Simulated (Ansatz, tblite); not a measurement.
Isomers of Rb6 (singlet), found by a short tight-binding search and relaxed with PBE0/def2-SVP in Ansatz.

In the def2 sets Rb takes a core potential; there is no spin–orbit coupling. The xTB rows come from tblite. HSE06 is defined as in plane-wave codes, on full-range PBE exchange. Correlated methods freeze no core orbitals; core or outer-core shells of Rb are correlated, in sets that lack core-valence functions.

Run but left out: HF/def2-SVP (A: restricted singlet, unstable towards broken spin symmetry); BHLYP/def2-TZVP (A: restricted singlet, unstable in another Hartree–Fock run and untested here).

A: The restricted singlet is unstable towards broken spin symmetry in Hartree–Fock (as tested in another run); at PBE/def2-TZVP, r2SCAN/def2-TZVP, PBE0/def2-TZVP, HSE06/def2-TZVP this wasn't settled. At CCSD(T)/def2-SVP the restricted singlet (for correlated methods, its reference) is unstable: a solution with broken spin symmetry lies lower. B: The restricted singlet is unstable towards broken spin symmetry in Hartree–Fock (as tested in another run); at PBE/def2-TZVP, r2SCAN/def2-TZVP, PBE0/def2-TZVP, HSE06/def2-TZVP this wasn't settled. At CCSD(T)/def2-SVP the restricted singlet (for correlated methods, its reference) is unstable: a solution with broken spin symmetry lies lower. C: The restricted singlet is unstable towards broken spin symmetry in Hartree–Fock (as tested in another run); at PBE/def2-TZVP, r2SCAN/def2-TZVP, PBE0/def2-TZVP, HSE06/def2-TZVP this wasn't settled. At CCSD(T)/def2-SVP the restricted singlet (for correlated methods, its reference) is unstable: a solution with broken spin symmetry lies lower.

Other spin states weren't relaxed.

A:

Cartesian coordinates in Å:
```
Rb -3.6022 1.8545 0.1633
Rb 1.7574 -3.6838 0.5406
Rb 3.4593 -0.1190 -2.2371
Rb -2.6143 -2.4005 2.3137
Rb 0.2137 3.5035 -2.3561
Rb 0.7860 0.8452 1.5756
```

B:

```xyz
6

Rb    3.2188   -2.4377    2.8768
Rb    2.9761    2.0238    1.2332
Rb   -3.6474   -3.3451    0.1460
Rb    0.5201   -1.4366   -0.8138
Rb    0.3025    4.0216   -2.1424
Rb   -3.3700    1.1740   -1.2998
```

C:

```xyz
6

Rb    3.058   -0.341   -3.101
Rb   -3.801   -1.706    1.391
Rb   -0.467   -3.305   -1.715
Rb   -0.847    1.572    3.586
Rb    3.075    2.431    0.977
Rb   -1.018    1.350   -1.138
```

Question: Estimate which lies lowest at each level, and how far above it the others are (eV).

Answer: 
```json
{"level": "GFN2-xTB", "A": "0.03", "B": "0.00", "C": "0.01"}
{"level": "PBE/def2-TZVP", "A": "0.00", "B": "0.10", "C": "0.01"}
{"level": "r2SCAN/def2-TZVP", "A": "0.00", "B": "0.11", "C": "0.01"}
{"level": "PBE0/def2-TZVP", "A": "0.00", "B": "0.10", "C": "0.01"}
{"level": "HSE06/def2-TZVP", "A": "0.00", "B": "0.10", "C": "0.01"}
{"level": "MP2/def2-SVP", "A": "0.00", "B": "0.14", "C": "0.00"}
{"level": "CCSD/def2-SVP", "A": "0.01", "B": "0.07", "C": "0.00"}
{"level": "CCSD(T)/def2-SVP", "A": "0.01", "B": "0.10", "C": "0.00"}
```
Point groups (tolerance 0.1 Å): A not assigned, B Cs, C not assigned. A and C have the same bonds, so they are conformers or stereoisomers. Lower isomers may exist.
